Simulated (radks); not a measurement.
Results of a calculation; reference values are marked as such.
The tantalum ion Ta18+, 55 electrons, occupied as [Kr] 4d10 4f9. Code: a radial shooting solver on a logarithmic mesh with Libxc functionals. Model: non-relativistic Kohn-Sham, TPSS, spin-polarised, spherical densities, point nucleus; open shells are filled with parallel spins first (spin-orbit coupling, left out, can overturn this in heavy ions); meta-GGA in the generalised Kohn-Sham scheme; relativity is left out, which matters for an element this heavy. Some entries of the table are withheld. Estimate them.

orbital,occ.,eigenvalue (hartree),r(max) (bohr),<r> (bohr)
1s down,1,-2295.010,0.01377,0.02075
1s up,1,-2295.009,0.01377,0.02075
2s up,1,-389.5843,0.07501,0.08772
2s down,1,-389.5814,0.07501,0.08772
2p up,3,-373.7357,0.05828,0.07424
2p down,3,-373.7339,0.05828,0.07424
3s up,1,-101.1779,0.2062,0.2229
3s down,1,-101.0267,0.2061,0.2227
3p up,3,-93.87446,0.1945,0.2130
3p down,3,-93.73464,0.1943,0.2128
3d up,5,-80.30629,0.1538,0.1871
3d down,5,-80.20092,0.1537,0.1869
4s up,1,-32.45236,0.4606,0.4875
4s down,1,-32.21649,0.4607,0.4881
4p up,3,(1),0.4609,0.4924
4p down,3,(2),0.4610,0.4931
4d up,5,-23.80085,0.4551,0.5004
4d down,5,-23.55730,0.4553,0.5016
4f up,7,-16.50514,0.4089,0.5106
4f down,2,-16.24578,0.4103,0.5138

Answer. 
(1) 4p up eigenvalue (hartree): -29.38001
(2) 4p down eigenvalue (hartree): -29.14203
